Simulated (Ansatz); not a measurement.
`C#CSS[SiH2]C` + `NB(O)F` → `C[SiH2]OB(N)F` + `C#CSS`  (ligand exchange at the Si–S bond)

Program: Ansatz. Geometries: PBE0-D4/def2-TZVP. ΔE: electronic, gas phase. CCSD(T)/CBS adds triple-zeta CCSD(T) − MP2 to the extrapolated MP2 energy (def2 sets, frozen cores). Functionals use def2-TZVPP. B3LYP here is the variant with VWN-RPA as its local correlation; programs differ in this. Each species was taken in one conformer, which may not be the lowest.

```csv
level,ΔE (kJ/mol),difference from CCSD(T)/CBS
r2SCAN-D4,-40.0,0.8
B3LYP-D4,-44.1,-3.3
ωB97X-V,-45.0,-4.2
ωB97M-V,-44.0,-3.2
PBE,-32.1,8.7
PBE0,-36.1,4.7
B3LYP,-51.2,-10.4
HF/def2-TZVPP,-66.3,-25.5
MP2/def2-TZVPP,-38.4,2.4
CCSD/def2-TZVPP,-48.9,-8.1
CCSD(T)/def2-TZVPP,-44.1,-3.3
HF/def2-QZVPP,-67.8,-27.0
MP2/def2-QZVPP,-37.0,3.8
SCS-MP2/def2-QZVPP,-44.5,-3.7
HF/CBS(def2),-68.0,-27.2
MP2/CBS(def2),-35.1,5.7
CCSD(T)/CBS,-40.8,0
```

Largest T1 diagnostic among the species: 0.014.

In def2-TZVPP, CCSD(T) changes the Hartree–Fock value by +22.2 kJ/mol (the triples alone add +4.8 kJ/mol) and MP2 by +27.9 kJ/mol. The D4 term adds +7.1 kJ/mol with B3LYP and +3.9 kJ/mol with PBE0; it sums over pairs of atoms, weighted by their polarisabilities, and B3LYP, whose exchange is more repulsive, gets the larger term. From PBE to PBE0 (25 % exact exchange), in def2-TZVPP and without D4, ΔE moves by −4.0 kJ/mol.
